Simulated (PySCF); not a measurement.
Dipole response of Se (selenium, neutral)

[Ar] 3d10 4s2 4p4, high-spin 3P determinant. Calculation: PySCF 2.14, in aug-cc-pVQZ-PP with ECP10MDF; scalar relativity through the core potential. Coupled (time-dependent) response in atomic units; α is the mean over directions.

```tsv
method	mean α (bohr³)	α xx, yy, zz	C₆ (like pair)	S(−4)
LC-wPBE	25.62	23.95, 28.96, 23.95	211.7	175.4
BLYP	28.69	26.35, 33.37, 26.35	240.5	256.3
```

S(−4) is the Cauchy moment in α(ω) = α(0) + S(−4) ω² + …

Reference α: 28.9 ± 1 bohr³ (recommended; Schwerdtfeger and Nagle, table of static dipole polarizabilities (2023 update)). Published C₆: 210.0 (Chu and Dalgarno (2004); Tang, Norbeck and Certain (1976)).

Spin-orbit coupling is absent.

α(iu) at BLYP:

```json
{"u (hartree)": "0", "α(iu) (bohr³)": "28.69"}
{"u (hartree)": "0.0500", "α(iu) (bohr³)": "28.07"}
{"u (hartree)": "0.100", "α(iu) (bohr³)": "26.43"}
{"u (hartree)": "0.200", "α(iu) (bohr³)": "21.82"}
{"u (hartree)": "0.300", "α(iu) (bohr³)": "17.38"}
{"u (hartree)": "0.500", "α(iu) (bohr³)": "11.12"}
{"u (hartree)": "0.750", "α(iu) (bohr³)": "6.856"}
{"u (hartree)": "1.00", "α(iu) (bohr³)": "4.584"}
{"u (hartree)": "1.50", "α(iu) (bohr³)": "2.457"}
{"u (hartree)": "2.00", "α(iu) (bohr³)": "1.545"}
{"u (hartree)": "3.00", "α(iu) (bohr³)": "0.7954"}
{"u (hartree)": "5.00", "α(iu) (bohr³)": "0.3398"}
```

The components differ because the open shell of this determinant is not spherical; for a pure term their mean is the scalar polarisability.

Energies and moments cover only the electrons outside the core potential.
